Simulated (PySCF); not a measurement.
# B: excitation energy

B [He] 2s2 2p1 (2P) → B [He] 2s1 2p2 (4P), as a difference of total energies. Computed with PySCF 2.14 in dyall-av2z (11s7p2d, 42 functions), with no relativity, point nucleus. Correlated levels: valence: 1s2 frozen; virtual orbitals above 40 to 60 times the deepest correlated orbital energy dropped. The calculations carry no spin-orbit coupling.

```json
{"method": "UHF", "excitation energy (cm⁻¹)": "17638"}
{"method": "LDA", "excitation energy (cm⁻¹)": "26474"}
{"method": "PBE", "excitation energy (cm⁻¹)": "26379"}
{"method": "PBE0", "excitation energy (cm⁻¹)": "25941"}
{"method": "r2SCAN", "excitation energy (cm⁻¹)": "23646"}
{"method": "LC-wPBE", "excitation energy (cm⁻¹)": "25470"}
{"method": "BHandHLYP", "excitation energy (cm⁻¹)": "29202"}
{"method": "PBEsol", "excitation energy (cm⁻¹)": "25869"}
{"method": "TPSSh", "excitation energy (cm⁻¹)": "28369"}
{"method": "MP2 (valence)", "excitation energy (cm⁻¹)": "24403"}
{"method": "SCS-MP2 (valence)", "excitation energy (cm⁻¹)": "27065"}
```
